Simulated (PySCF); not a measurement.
## Diatomic cations of Al with group 14

CCSD(T) with double-zeta basis sets in PySCF, for the lowest determinant that a PBE0 search found; no spin–orbit coupling. De refers to high-spin ground-configuration atoms (the charge goes to the atom of lower measured ionisation energy or higher electron affinity, which is not always the lowest computed limit).

```
 M       basis  reference, frozen orbitals  charged atom  state (unpaired electrons)  Re (Å)  ωe (cm⁻¹)  De (eV)
Si    def2-SVP                    ROHF, 10           Al+          triplet (σ ↑, π ↑)   2.824        189     0.71
Ge    def2-SVP                    ROHF, 14           Al+          triplet (σ ↑, π ↑)   2.888        160     0.76
Sn  x2c-SVPall                     UHF, 23           Al+          triplet (σ ↑, π ↑)   3.074        145     0.90
Pb    def2-SVP                      UHF, 9           Al+          triplet (σ ↑, π ↑)   3.118        144      n/a
```

The shortest bond is that of AlSi⁺ (2.824 Å), the longest that of AlPb⁺ (3.118 Å).

The rows differ in basis set, which adds steps of its own.

Down a group the atoms grow and get heavier, so bonds lengthen and wavenumbers fall; this series shows no clear exception.

Correlated steps freeze the inner cores (9 to 23 orbitals); shallow outer-core shells are correlated. UHF and ROHF references stand side by side, which adds small steps between rows. Correlated levels converge slowly with the basis: in double zeta they bind strong bonds too weakly, by up to about 1 eV, and carry superposition errors of some tenths. Spin–orbit coupling is left out, which matters for elements this heavy, above all for dissociation energies. For an ion De counts to the pair picked by the measured ionisation energies or electron affinities, which need not be the lowest pair at this level. States were picked by a PBE0 search and need not be the measured ground states.
